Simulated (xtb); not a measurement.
AgCl, triplet, from a rough starting geometry (GFN-xTB shapes and energies of metal compounds can be far from the true ones) (the multiplicity is a formal guess); GFN2-xTB (xtb).

The xtb input:
```
$ xtb mol.xyz --gfn 2 --uhf 2 --opt vtight --json

# file mol.xyz
2

Ag    -0.68988725    -0.60093423    -0.67097676
Cl     0.70025616     0.55257737     0.68991348
```

Q: Write the output that xtb gives for this input, abridged.

A: 
```
   ID    Z sym.   atoms
    1   47 Ag     1
    2   17 Cl     2

           -------------------------------------------------
          |                Calculation Setup                |
           -------------------------------------------------

           -------------------------------------------------
          |                 G F N 2 - x T B                 |
           -------------------------------------------------

          ...................................................
          :                      SETUP                      :
          :.................................................:
          :  # basis functions                  20          :
          :  # atomic orbitals                  18          :
          :  # shells                            6          :
          :  # electrons                        18          :
          :  max. iterations                   250          :
          :  Hamiltonian                  GFN2-xTB          :
          :  restarted?                      false          :
          :  GBSA solvation                  false          :
          :  PC potential                    false          :
          :  electronic temp.          300.0000000     K    :
          :  accuracy                    1.0000000          :
          :  -> integral cutoff          0.2500000E+02      :
          :  -> integral neglect         0.1000000E-07      :
          :  -> SCF convergence          0.1000000E-05 Eh   :
          :  -> wf. convergence          0.1000000E-03 e    :
          :  Broyden damping             0.4000000          :
          :  net charge                          0          :
          :  unpaired electrons                  2          :
          ...................................................

 iter      E             dE          RMSdq      gap      omega  full diag
   1     -8.3397223 -0.833972E+01  0.122E+01    3.86       0.0  T
   2     -8.2961931  0.435293E-01  0.821E+00    4.00       1.0  T
   3     -8.2969210 -0.727980E-03  0.726E+00    4.35       1.0  T
   4     -8.3137586 -0.168376E-01  0.522E+00    4.44       1.0  T
   5     -8.3321918 -0.184332E-01  0.346E+00    4.48       1.0  T
   6     -8.3333839 -0.119209E-02  0.395E+00    4.47       1.0  T
   7     -8.2981388  0.352451E-01  0.626E+00    4.46       1.0  T
   8     -8.3434424 -0.453036E-01  0.221E-01    4.49       1.0  T
   9     -8.3410101  0.243228E-02  0.150E+00    4.49       1.0  T
  10     -8.3398746  0.113545E-02  0.173E+00    4.50       1.0  T
  11     -8.3415350 -0.166038E-02  0.129E+00    4.51       1.0  T
  12     -8.3430151 -0.148006E-02  0.621E-01    4.51       1.0  T
  13     -8.3433657 -0.350577E-03  0.295E-01    4.50       1.0  T
  14     -8.3434725 -0.106840E-03  0.783E-02    4.50       1.0  T
  15     -8.3434820 -0.947652E-05  0.354E-02    4.50       2.0  T
  16     -8.3434836 -0.163846E-05  0.186E-02    4.50       3.8  T
  17     -8.3434837 -0.134911E-06  0.142E-03    4.50      50.0  T
  18     -8.3434837  0.557778E-08  0.247E-03    4.50      28.6  T
  19     -8.3434837 -0.879853E-08  0.352E-04    4.50     200.8  T
  20     -8.3434837 -0.168667E-09  0.103E-04    4.50     689.2  T

   *** convergence criteria satisfied after 20 iterations ***

 transition dipole moment (au) for excitation:           9          10
     X       Y       Z
  -0.5040  -0.4182  -0.4934  total (au/Debye):    0.820   2.084
 dE (eV)             :    2.900
 oscillator strength :  0.67573E-01

         :::::::::::::::::::::::::::::::::::::::::::::::::::::
         ::                     SUMMARY                     ::
         :::::::::::::::::::::::::::::::::::::::::::::::::::::
         :: total energy              -8.340652455086 Eh    ::
         :: gradient norm              0.028927207639 Eh/a0 ::
         :: HOMO-LUMO gap              4.499774534764 eV    ::
         ::.................................................::
         :: SCC energy                -8.343483748775 Eh    ::
[...]
 * total energy  :    -8.3406525 Eh     change       -0.6290080E-11 Eh
 * total energy  :    -8.3440289 Eh     change       -0.3376439E-02 Eh
 * total energy  :    -8.3441701 Eh     change       -0.1412414E-03 Eh
 * total energy  :    -8.3441953 Eh     change       -0.2515601E-04 Eh
 * total energy  :    -8.3441978 Eh     change       -0.2521178E-05 Eh
 * total energy  :    -8.3441978 Eh     change       -0.8036194E-08 Eh
   *** GEOMETRY OPTIMIZATION CONVERGED AFTER 6 ITERATIONS ***
         :: total energy              -8.344197820763 Eh    ::
[...]
         :: -> anisotropic XC         -0.005004961830 Eh    ::
         :: -> dispersion             -0.000864741680 Eh    ::
         :: repulsion energy           0.000657949463 Eh    ::
         :: add. restraining           0.000000000000 Eh    ::
         :: total charge               0.000000000000 e     ::
         :::::::::::::::::::::::::::::::::::::::::::::::::::::

           -------------------------------------------------
          |                Property Printout                |
           -------------------------------------------------

    * Orbital Energies and Occupations

         #    Occupation            Energy/Eh            Energy/eV
      -------------------------------------------------------------
         1        2.0000           -1.0641716             -28.9576
         2        2.0000           -0.4728013             -12.8656
         3        2.0000           -0.4513336             -12.2814
         4        2.0000           -0.4513336             -12.2814
         5        1.9996           -0.4463761             -12.1465
         6        1.9996           -0.4463761             -12.1465
         7        1.7196           -0.4397326             -11.9657
         8        1.7196           -0.4397326             -11.9657
         9        1.5615           -0.4390723             -11.9478
        10        1.0000           -0.3388269              -9.2199 (HOMO)
        11                         -0.1695379              -4.6134 (LUMO)
        12                         -0.1695379              -4.6134
        13                          0.0143843               0.3914
        14                          0.0143843               0.3914
        15                          0.0153634               0.4181
        16                          0.0153634               0.4181
        17                          0.0155320               0.4226
        18                          0.1117398               3.0406
      -------------------------------------------------------------
                  HL-Gap            0.1692890 Eh            4.6066 eV
             Fermi-level           -0.3465098 Eh           -9.4290 eV

     #   Z          covCN         q      C6AA      α(0)
     1  47 Ag       0.743     0.188   259.036    33.774
     2  17 Cl       0.743    -0.188   104.833    15.661

 Mol. C6AA /au·bohr⁶  :        684.929125
 Mol. C8AA /au·bohr⁸  :      46943.696712
 Mol. α(0) /au        :         49.435770

Wiberg/Mayer (AO) data.
largest (>0.10) Wiberg bond orders for each atom

 ---------------------------------------------------------------------------
     #   Z sym  total        # sym  WBO       # sym  WBO       # sym  WBO
 ---------------------------------------------------------------------------
     1  47 Ag   0.747 --     2 Cl   0.747
     2  17 Cl   0.747 --     1 Ag   0.747
 ---------------------------------------------------------------------------

Topologies differ in total number of bonds
Writing topology from bond orders to xtbtopo.mol

molecular dipole:
                 x           y           z       tot (Debye)
 q only:       -0.543      -0.450      -0.531
   full:       -0.043      -0.035      -0.042       0.177
molecular quadrupole (traceless):
                xx          xy          yy          xz          yz          zz
 q only:       -0.022       0.031       0.056      -0.022       0.024      -0.034
  q+dip:       -0.164      -1.139       0.271      -1.348      -1.115      -0.107
   full:       -0.278      -1.947       0.460      -2.301      -1.906      -0.181

optimized geometry written to: xtbopt.xyz

           -------------------------------------------------
          | TOTAL ENERGY               -8.344197820763 Eh   |
          | GRADIENT NORM               0.000000606225 Eh/α |
          | HOMO-LUMO GAP               4.606587190852 eV   |
           -------------------------------------------------

normal termination of xtb
```
